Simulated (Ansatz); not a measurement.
Reactions of CH6ClFSi2 (`FC([SiH3])[SiH2]Cl`).

Program: Ansatz. Geometries: PBE0-D4/def2-TZVP. ΔE: electronic, gas phase. CCSD(T)/CBS is the MP2 limit (def2-TZVPP, def2-QZVPP) plus CCSD(T) − MP2 in def2-TZVPP, frozen cores. Functionals use def2-TZVPP. For Ge outer-core shells are correlated without core-valence functions, which leaves a few kJ/mol of doubt a bond. Scalar relativity is left out up to krypton. One conformer a species, not always the lowest.

```json
{"reaction": "`FC([SiH3])[SiH2]Cl` + `C[NH][Al]([F])[Cl]` → `CN[SiH2]Cl` + `F[CH]([SiH3])[Al]([F])[Cl]`", "ωB97X-V (kJ/mol)": "24", "PBE-D4 (kJ/mol)": "21", "ωB97M-V (kJ/mol)": "22"}
{"reaction": "`FC([SiH3])[SiH2]Cl` + `NCBF` → `FBC[SiH3]` + `NC(F)[SiH2]Cl`", "ωB97X-V (kJ/mol)": "-80", "PBE-D4 (kJ/mol)": "-81", "ωB97M-V (kJ/mol)": "-81"}
{"reaction": "`FC([SiH3])[SiH2]Cl` + `BN(C)CC` → `BN(CC)[SiH2]Cl` + `CC(F)[SiH3]`", "ωB97X-V (kJ/mol)": "-98", "PBE-D4 (kJ/mol)": "-87", "ωB97M-V (kJ/mol)": "-99"}
{"reaction": "`FC([SiH3])[SiH2]Cl` + `[CH3][GeH]([NH2])[SH]` → `FC([SiH3])[SiH2]S` + `[CH3][GeH]([NH2])[Cl]`", "ωB97X-V (kJ/mol)": "-9", "PBE-D4 (kJ/mol)": "-10", "ωB97M-V (kJ/mol)": "-8"}
{"reaction": "`FC([SiH3])[SiH2]Cl` + `CO[SiH](F)S` → `CO[SiH](F)S[SiH2]Cl` + `FC[SiH3]`", "ωB97X-V (kJ/mol)": "-77", "PBE-D4 (kJ/mol)": "-79", "ωB97M-V (kJ/mol)": "-77"}
{"reaction": "`FC([SiH3])[SiH2]Cl` + `[OH][GeH2][F]` → `[F][GeH2][SiH2]Cl` + `OC(F)[SiH3]`", "ωB97X-V (kJ/mol)": "76", "PBE-D4 (kJ/mol)": "63", "ωB97M-V (kJ/mol)": "80"}
```

(1) Give the CCSD(T)/CBS values in the same order. (Best estimate.)

Largest T1 diagnostic: 0.012, for `FBC[SiH3]`.

Answers

(1) Ansatz gave: 25, -79, -101, -6, -81, 83 kJ/mol.
